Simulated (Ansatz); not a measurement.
C$_{5}$H$_{11}$O$_{2}$, charge +1, singlet, at a GFN2-xTB geometry; CAM-B3LYP/6-31G run with Ansatz (a program for electronic structure).

Input for Ansatz:
Ansatz 0.2 input:
```yaml
crystal:
  periodic: [false, false, false]
  atoms:
    - {symbol: C, position_ang: [-1.11122537, -0.17288140, -1.33380704]}
    - {symbol: C, position_ang: [-0.57010329, -0.16996179, 0.11985602]}
    - {symbol: C, position_ang: [-1.33695232, 0.85239256, 0.95921364]}
    - {symbol: C, position_ang: [-0.66467270, -1.57567562, 0.71383606]}
    - {symbol: C, position_ang: [0.85397347, 0.24309092, -0.06574510]}
    - {symbol: O, position_ang: [1.12576377, 1.48989089, -0.06054431]}
    - {symbol: O, position_ang: [1.72292858, -0.66688557, -0.27850548]}
    - {symbol: H, position_ang: [-0.58137629, -0.88998833, -1.95530409]}
    - {symbol: H, position_ang: [-2.15651977, -0.46659898, -1.29127586]}
    - {symbol: H, position_ang: [-1.05348344, 0.81511820, -1.78298812]}
    - {symbol: H, position_ang: [-2.37751648, 0.54998635, 1.02278069]}
    - {symbol: H, position_ang: [-1.29552996, 1.84341474, 0.51740807]}
    - {symbol: H, position_ang: [-0.93703627, 0.90152611, 1.96819509]}
    - {symbol: H, position_ang: [-0.24418740, -1.60083190, 1.71530987]}
    - {symbol: H, position_ang: [-1.70924784, -1.86359540, 0.77886709]}
    - {symbol: H, position_ang: [-0.14692126, -2.30500824, 0.09817355]}
    - {symbol: H, position_ang: [2.03860318, 1.78475263, -0.24831249]}
    - {symbol: H, position_ang: [2.64755800, -0.41460576, -0.47057695]}
basis:
  gaussian:
    orbitals: 6-31G
    final_grid: {core_spheres: 4, valence_spheres: 8, degree: 17}
hamiltonian:
  xc: cam_b3lyp
total_charge: 1
```

### Question
Predict the main parts of the log of this Ansatz run.

### Answer

```
Functional definition: CAM-B3LYP
1137 factors; integrals over basis functions are off by at most 2.1e-4 eV
471 factors; integrals over basis functions are off by at most 5.7e-6 eV
mean field evaluation 1: about -9431.2998 eV, gradient 7.6e1 eV
mean field evaluation 2: about -9432.6807 eV, gradient 7.3e1 eV
mean field evaluation 4: about -9443.3311 eV, gradient 2.1e0 eV
mean field evaluation 8: about -9443.6391 eV, gradient 9.6e-2 eV
mean field evaluation 16: about -9443.6392 eV, gradient 1.8e-5 eV
mean field -9443.63917468 eV, -347.0473385411 hartree, gradient 1.3e-5 eV, S^2 0.000000; 0 other end points of the search recorded, 0 dependent functions left out
reference -9443.63926774 eV, -347.0473419609 hartree; 28, 28 occupied and 57, 57 virtual orbitals, 1137 factors
Total energy: -9443.63926774 eV, -347.0473419609 hartree
```
